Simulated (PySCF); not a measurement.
# Do core-level shifts follow atomic charges?

C6H8O.
Structure used (PBE0-D3(BJ)/def2-SVP), in Å, numbered top down from 1:
```
atom  x, y, z in Å
C1     2.5663   -0.9206    0.7016
C2     1.4674   -0.9649   -0.3173
C3     0.7062    0.0442   -0.6547
C4    -0.0726    1.0559   -0.9747
C5    -1.3570    1.3715   -0.2885
C6    -1.7728    0.4960    0.8669
O7    -2.0225    2.3126   -0.6581
H8     2.6651    0.0789    1.1460
H9     2.3750   -1.6449    1.5097
H10    3.5304   -1.1946    0.2439
H11    1.2857   -1.9227   -0.8247
H12    0.1924    1.7390   -1.7900
H13   -1.0563    0.6030    1.6963
H14   -1.7723   -0.5656    0.5787
H15   -2.7717    0.7980    1.2037
```

Binding energies: delta-SCF UKS SCAN, pcX-2 on the ionised atom, pcseg-1 elsewhere, spin-free X2C (PySCF). Charges: PBE0/pcSseg-1 ground-state density, for the ionised atom.

```csv
atom,environment,C 1s (eV),Mulliken (e),IAO (e),Hirshfeld (e),ESP (e)
C3,central carbon of cumulated double bonds,290.65,+0.063,+0.032,+0.015,-0.042
C4,outer carbon of cumulated double bonds,290.71,-0.222,-0.248,-0.077,-0.397
C6,methyl carbon next to a carbonyl,290.86,-0.260,-0.469,-0.126,-0.565
C2,outer carbon of cumulated double bonds,290.93,-0.272,-0.175,-0.043,-0.060
C1,methyl carbon,291.23,-0.239,-0.409,-0.104,-0.265
C5,ketone carbonyl carbon,293.02,+0.172,+0.385,+0.158,+0.757
```

Task: How well does each charge scheme correlate with the binding energies over these sites?

Result: ESP: r = 0.87, slope 1.7 eV per e; Hirshfeld: r = 0.80, slope 6.9 eV per e; IAO: r = 0.73, slope 2.1 eV per e; Mulliken: r = 0.66, slope 3.1 eV per e. ESP charges have the highest r, on only 6 points.

Task: The point-charge model writes a binding energy as kq + V + constant, with V the potential of the other atoms' charges at the site. What does it give with the IAO charges?

Result: V = Σ 14.40 eV Å × q/r over all other atoms: -1.92 eV at C3, +3.37 eV at C4, +7.01 eV at C6, +1.45 eV at C2, +5.51 eV at C1, -7.24 eV at C5. Fitting binding energy − V to q gives k = 18.7 eV per e and leaves an rms residual of 0.52 eV, against 0.56 eV for the fit on q alone. The model has no term for differences in relaxation between sites.

Spin contamination (⟨S²⟩ against 0.75 for a pure doublet) is marked for C 1s of C3 (0.90), which makes this value less certain. The structure is a single PBE0-D3(BJ)/def2-SVP conformer in the gas phase; no vibrational or solvent corrections.
